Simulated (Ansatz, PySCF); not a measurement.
C$_{2}$H$_{3}$N, charge +1, doublet, at a GFN2-xTB geometry (a state made from the parent by changing its charge; the spin is typed, not shown lowest), with bond 6-1 at 1.8 times its length. Base run: CASSCF(3,3)/6-31G run with PySCF.

PySCF was given this input:
```python
from pyscf import gto, scf, mcscf
import numpy

mol = gto.Mole()
mol.atom = '''
    C    -1.139351    0.022070   -0.008180
    C     0.263300   -0.098708    0.029002
    N     1.398569    0.036153   -0.008276
    H    -1.505635   -0.668273   -0.789615
    H    -1.508476   -0.144114    1.020172
    H    -1.823740    1.816796   -0.529052
'''
mol.basis = '6-31g'
mol.charge = 1
mol.spin = 1
mol.verbose = 4
mol.build()

mf = scf.ROHF(mol)
mf.kernel()
mc = mcscf.CASSCF(mf, 3, 3)
mc.fix_spin_(ss=0.75)
mc.kernel()
occ = numpy.linalg.eigvalsh(mc.fcisolver.make_rdm1(mc.ci, mc.ncas, mc.nelecas))[::-1]
ss = mc.fcisolver.spin_square(mc.ci, mc.ncas, mc.nelecas)[0]
print('natural occupations', occ.round(4), ' <S^2>', round(ss, 4))
```

Programs used: Ansatz (a program for electronic structure), PySCF; a row that names a program was run with it.

The base run was repeated with changes; each row names its change, and settings that it needs were set with it.

```tsv
change	ΔE vs base (kcal/mol)	natural occupations	<S^2> of the state
base	0.000	1.98 1.00 0.02	0.75
active space = 3 electrons, 4 orbitals	-9.79	1.93 1.00 0.07 0.00	0.75
code = ansatz; correction = SC-NEVPT2, all electrons	-163.8	-	-
code = ansatz	-8.63	-	-
active space = 7 electrons, 5 orbitals	-10.51	2.00 1.99 1.93 1.00 0.08	0.75
orbitals = fixed (CASCI); correction = SC-NEVPT2	-165.1	2.00 1.00 0.00	0.75
correction = SC-NEVPT2	-165.6	1.98 1.00 0.02	0.75
fix_spin_ = off	0.000	1.98 1.00 0.02	0.75
solver = newton	-8.64	1.93 1.00 0.07	0.75
active space = 5 electrons, 7 orbitals	-48.58	1.93 1.91 1.00 0.08 0.07 0.01 0.00	0.75
active space = 9 electrons, 8 orbitals	-59.20	1.99 1.98 1.93 1.93 1.00 0.08 0.07 0.02	0.75
```

Active orbitals are taken around the Fermi level unless the row says otherwise; CASSCF can end in different local minima, and two programs can end on different orbitals. State-averaged rows give the lowest state.

Open shells are given as the SCF converged; they aren't shown to be the lowest states, and a large step between rows can be another state.
